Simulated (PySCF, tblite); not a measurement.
Isomers of C4H9NSi, one GFN2-xTB conformer each. Single-point energies are computed at PBE0/pcSseg-1 (PySCF, gas phase, no added dispersion term), electronic only.

Problem. Rank them by PBE0/pcSseg-1 energy, lowest first (kcal/mol).
A. `[CH3:1][C@H:2]([SiH3:3])[CH2:4][C:5]#[N:6]` with C1–C2–C4–C5 -64°
B. `CC1=N[Si@@H](C)C1`
C. `[H]/[N:1]=[CH:2]\[CH2:3][C@@H:4]1[CH2:5][SiH2:6]1` with N1–C2–C3–C4 126°, C2–C3–C4–C5 160°

Solution. B (0.0), A (11.7), C (38.8).

As drawn, the lowest has a four-membered ring, which the highest lacks; the highest has a three-membered ring and an N–H bond, which the lowest lacks. GFN2-xTB itself gives, in the same order: 0.4, 0.0, 31.5. GFN2-xTB puts C[C@H]([SiH3])CC#N lowest instead; measured from each level's own lowest isomer, the values differ by up to 11.7 kcal/mol (C[C@H]([SiH3])CC#N: 0.0 against 11.7).

Problem. Which frontier levels, dipoles and rotational constants go with these structures?

Solution. 
| SMILES | HOMO (eV, PBE0/pcSseg-1) | LUMO (eV) | dipole (D) | A, B, C (MHz) |
| --- | --- | --- | --- | --- |
| CC1=N[Si@@H](C)C1 | -6.55 | 0.02 | 2.15 | 7118, 1781, 1678 |
| C[C@H]([SiH3])CC#N | -8.85 | 0.14 | 3.65 | 6486, 1440, 1254 |
| [H]/N=C\C[C@@H]1C[SiH2]1 | -6.99 | 0.12 | 2.51 | 7052, 1441, 1282 |

Problem. What happens when harmonic zero-point energies from GFN2-xTB frequencies are added?

Solution. 
| SMILES | ZPE (kcal/mol) | electronic (kcal/mol) | with ZPE (kcal/mol) |
| --- | --- | --- | --- |
| CC1=N[Si@@H](C)C1 | 74.6 | 0.0 | 0.0 |
| C[C@H]([SiH3])CC#N | 72.2 | 11.7 | 9.3 |
| [H]/N=C\C[C@@H]1C[SiH2]1 | 73.8 | 38.8 | 38.0 |

The zero-point energies span 2.4 kcal/mol. The order is unchanged.
